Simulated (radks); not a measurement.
Results of a calculation; reference values are marked as such.
Species: the hafnium ion Hf+. Configuration: [Xe] 4f14 5d1 6s2. Level of theory: Dirac Kohn-Sham, PBE, spin-unpolarised, spherical densities, finite nucleus; open shells fill j = l - 1/2 first; Fermi nuclear charge, rms radius 5.347 fm (a radial shooting solver on a logarithmic mesh with Libxc functionals).

Spin-orbit splittings of the eigenvalues, e(l+1/2) - e(l-1/2), with zeta = 2 splitting/(2l+1) and mean radii in bohr:

shell,occ.,splitting (eV),zeta (eV),<r> j=l-1/2,<r> j=l+1/2
2p,6,1192,794.5,0.06612,0.07385
3p,6,255.4,170.3,0.1981,0.2124
3d,10,55.71,22.28,0.1863,0.1908
4p,6,58.43,38.96,0.4746,0.5075
4d,10,10.70,4.280,0.5286,0.5401
4f,14,1.745,0.4986,0.6693,0.6818
5p,6,7.854,5.236,1.261,1.367
5d,1,0.5626,0.2250,2.134,2.208
